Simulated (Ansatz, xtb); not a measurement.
## Isomers of CH3SSn− in order of energy

3 gas-phase structures of CH3SSn−, found in a search over its isomers (lower ones may exist). Each was relaxed with GFN2-xTB:

A. `[CH3][Sn-]=[S]`, a singlet
B. `[CH2]1[S][SnH-]1`, a singlet
C. `[CH2]=[Sn-][SH]`, a singlet

Which do you expect lowest at r2SCAN-D4/def2-SVPD//GFN2-xTB, and how would the others follow?

Calculated order at r2SCAN-D4/def2-SVPD//GFN2-xTB: A (0.0), B (23.7), C (27.3) kcal/mol.

Energies above the lowest of each column, in kcal/mol; the last columns are at r2SCAN-D4/def2-SVPD geometries:

```csv
structure,GFN2-xTB,HF/STO-3G,r2SCAN-D4/def2-SVPD//GFN2-xTB,r2SCAN-D4/def2-SVPD,CCSD(T)/def2-SVPD + ΔMP2/def2-TZVPPD
A,0.0,4.6,0.0,0.0,0.0
B,12.6,0.0,23.7,23.1,22.3
C,37.3,34.4,27.3,27.7,24.8
```

CCSD(T)/def2-SVPD + ΔMP2/def2-TZVPPD puts A lowest; HF/STO-3G picks B. Flexible structures stand in one conformer each, not always the lowest. The ΔMP2 step shifts differences by up to 3.5 kcal/mol, which makes them less sure. Atoms past krypton carry core potentials in the def2 sets, without spin–orbit terms. ΔMP2 is the change of the MP2 energy from the smaller to the larger basis.

Programs: Ansatz 0.2.0, xtb 6.7.1.
